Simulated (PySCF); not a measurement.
In(H)2(F)(NH3), H₅FInN, singlet, B3LYP/def2-SVP optimised geometry.

```
8

In    -0.26    -0.39     0.00
H     -1.47    -1.50    -0.54
H      1.47    -0.39     0.00
F     -0.98     1.50     0.00
N     -0.83     0.00     2.29
H     -0.09     0.09     2.98
H     -1.61    -0.50     2.71
H     -1.14     0.94     2.02
```

Density from B3LYP/def2-TZVP, def2 effective core potentials past Kr in PySCF 2.14.0 at that geometry. The core electrons that the potentials of In replace are not part of the density.

Minimum of the electron density along straight lines between bonded atoms, close to the bond critical point (lines longer than 1.1 times the sum of covalent radii, or with two minima, are not listed):

```tsv
bond	length / Å	ρ at the minimum / e bohr⁻³	∇²ρ there / e bohr⁻⁵	position (fraction from the first atom)
In1–H2	1.729	0.104	0.11	0.64
In1–H3	1.729	0.104	0.11	0.64
In1–F4	2.026	[?]	[?]	0.52
N5–H6	1.021	0.332	-1.60	0.74
N5–H7	1.021	0.332	-1.60	0.74
N5–H8	1.029	0.324	-1.64	0.75
```

Q: Complete the blanks.

A: 
- In1–F4, ρ at the minimum / e bohr⁻³: 0.093
- In1–F4, ∇²ρ there / e bohr⁻⁵: 0.47
